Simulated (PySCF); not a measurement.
ClRb, charge -1, doublet, at a GFN2-xTB geometry (such geometries of metal compounds can be far from the true shape) (a state made from the parent by changing its charge; the spin is typed, not shown lowest) (core potentials on Rb); DF-WB97X-V/def2-TZVP run with PySCF.

Input for PySCF:
```python
from pyscf import gto, scf, dft

mol = gto.Mole()
mol.atom = '''
    Rb   -0.000000   -0.000000   -1.237341
    Cl    0.000000    0.000000    2.693035
'''
mol.basis = 'def2-tzvp'
mol.ecp = {'Rb': 'def2-tzvp'}
mol.charge = -1
mol.spin = 1
mol.verbose = 4
mol.build()

mf = dft.UKS(mol)
mf.xc = 'wb97x_v'
mf = mf.density_fit(auxbasis='def2-universal-jkfit')
mf.kernel()
```

What the program printed (banner, timings and long lists left out):

```
PySCF version 2.14.0

[INPUT] verbose = 4
[INPUT] num. atoms = 2
[INPUT] num. electrons = 27
[INPUT] charge = -1
[INPUT] spin (= nelec alpha-beta = 2S) = 1
[INPUT] symmetry False subgroup None
[INPUT] Mole.unit = angstrom
[INPUT] Symbol           X                Y                Z      unit          X                Y                Z       unit  Magmom
[INPUT]  1 Rb     0.000000000000   0.000000000000  -1.237341000000 AA    0.000000000000   0.000000000000  -2.338235612695 Bohr   0.0
[INPUT]  2 Cl     0.000000000000   0.000000000000   2.693035000000 AA    0.000000000000   0.000000000000   5.089098593868 Bohr   0.0

nuclear repulsion = 20.599584688783
number of shells = 26
number of NR pGTOs = 106
number of NR cGTOs = 70
basis = def2-tzvp
ecp = {'Rb': 'def2-tzvp'}

******** <class 'pyscf.df.df_jk.DFUKS'> ********
method = DFUKS
initial guess = minao
damping factor = 0
level_shift factor = 0
DIIS = <class 'pyscf.scf.diis.CDIIS'>
diis_start_cycle = 1
diis_space = 8
diis_damp = 0
SCF conv_tol = 1e-09
SCF conv_tol_grad = None
SCF max_cycles = 50
direct_scf = False
number electrons alpha = 14  beta = 13
XC library pyscf.dft.libxc version 7.1.2
    S. Lehtola, C. Steigemann, M. J. T. Oliveira, and M. A. L. Marques,  SoftwareX 7, 1–5 (2018)
XC functionals = wb97x_v
    N. Mardirossian and M. Head-Gordon,  Phys. Chem. Chem. Phys. 16, 9904–9924 (2014)
radial grids:
    Treutler-Ahlrichs [JCP 102, 346 (1995); DOI:10.1063/1.469408] (M4) radial grids

becke partition: Becke, JCP 88, 2547 (1988); DOI:10.1063/1.454033
pruning grids: <function nwchem_prune>
grids dens level: 3
symmetrized grids: False
atomic radii adjust function: <function treutler_atomic_radii_adjust>
** Following is NLC and NLC Grids **
NLC functional = wb97x_v
radial grids:
    Treutler-Ahlrichs [JCP 102, 346 (1995); DOI:10.1063/1.469408] (M4) radial grids

becke partition: Becke, JCP 88, 2547 (1988); DOI:10.1063/1.454033
pruning grids: <function nwchem_prune>
grids dens level: 3
symmetrized grids: False
atomic radii adjust function: <function treutler_atomic_radii_adjust>
small_rho_cutoff = 0
Set gradient conv threshold to 3.16228e-05
tot grids = 40792
tot grids = 40792
******** <class 'pyscf.df.df.DF'> ********
auxbasis = def2-universal-jkfit
Create RSH-DF object <pyscf.df.df.DF object> for omega=0.3
******** <class 'pyscf.df.df.DF'> ********
auxbasis = auxmol.basis = def2-universal-jkfit
init E= -481.256179669372

cycle= 1 E= -484.223606963896  delta_E= -2.97  |g|= 0.328  |ddm|= 1.71
cycle= 2 E= -484.285679824161  delta_E= -0.0621  |g|= 0.225  |ddm|= 0.98
cycle= 3 E= -484.306978195434  delta_E= -0.0213  |g|= 0.0286  |ddm|= 0.274
cycle= 4 E= -484.309069001434  delta_E= -0.00209  |g|= 0.0115  |ddm|= 0.178
cycle= 5 E= -484.310248564179  delta_E= -0.00118  |g|= 0.00653  |ddm|= 0.157
cycle= 6 E= -484.310791028924  delta_E= -0.000542  |g|= 0.0026  |ddm|= 0.137
cycle= 7 E= -484.310871274591  delta_E= -8.02e-05  |g|= 0.00119  |ddm|= 0.0464
cycle= 8 E= -484.310890859012  delta_E= -1.96e-05  |g|= 0.000258  |ddm|= 0.0273
cycle= 9 E= -484.310891567107  delta_E= -7.08e-07  |g|= 6.8e-05  |ddm|= 0.00439
cycle= 10 E= -484.310891615476  delta_E= -4.84e-08  |g|= 2.16e-05  |ddm|= 0.00119
cycle= 11 E= -484.310891619732  delta_E= -4.26e-09  |g|= 5.75e-06  |ddm|= 0.000336
cycle= 12 E= -484.310891619973  delta_E= -2.41e-10  |g|= 2.39e-06  |ddm|= 0.000115
Extra cycle  E= -484.310891619991  delta_E= -1.83e-11  |g|= 1.26e-06  |ddm|= 2.34e-05
converged SCF energy = -484.310891619991  <S^2> = 0.75013835  2S+1 = 2.0001383
```
